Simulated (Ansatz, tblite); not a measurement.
Forces on the cluster Te₂Pt at its PBE0-D4/def2-TZVP geometry. The state is a singlet with charge 0.

In the def2 sets Pt, Te take a core potential; there is no spin–orbit coupling. The xTB rows come from tblite. Another isomer (triplet) lies 0.66 eV lower at PBE0-D4/def2-TZVP; other spin states weren't run for this one.

GFN1-xTB (tblite), largest force 0.18 eV/Å:

```xyz
3
positions Å, forces eV/Å
Pt   -0.030   -0.124    0.420    0.009    0.036   -0.124
Te   -1.672   -1.366   -0.750   -0.132   -0.126    0.021
Te    1.702    1.490    0.330    0.123    0.090    0.103
```

GFN2-xTB (tblite), largest force 0.44 eV/Å:

```
Pt 0.008 0.035 -0.118
Te -0.326 -0.290 -0.044
Te 0.318 0.255 0.162
```

PBE-D4/def2-TZVP (Ansatz), largest force 0.69 eV/Å:

```
Pt -0.018 -0.075 0.254
Te -0.492 -0.387 -0.287
Te 0.510 0.461 0.033
```
